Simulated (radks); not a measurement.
Problem. These are the eigenvalues of the occupied orbitals of an atom or ion with whole-number occupations (eV). All-electron calculation, scalar-relativistic Kohn-Sham, PBE, spin-polarised, spherical densities, finite nucleus; Fermi nuclear charge, rms radius of each element as measured or else 0.836 A^(1/3) + 0.57 fm. Program: a radial shooting solver on a logarithmic mesh with Libxc functionals.

orbital  eigenvalue
1s down   -10289.47
1s up     -10289.47
2s up     -1322.271
2s down   -1321.513
2p up     -1158.708
2p down   -1158.140
3s up     -206.7021
3s down   -205.3640
3p up     -157.1685
3p down   -155.8510
3d up      -76.3327
3d down    -75.0413

Which element is it, and in what charge state? The configuration may be excited. Open shells, if any, are filled with parallel spins first.

Solution. Z = 31, gallium, charge +4: Ga4+ in [Ar] 3d9. The list shows which subshells hold electrons but not how many an open one holds; the 1s level, -378.13 hartree, gives Z - s = 27.5 by -(Z - s)^2/2, which with screening and relativity narrows Z to a few neighbours, and the depths of the outer levels then fix element, charge and occupations together.
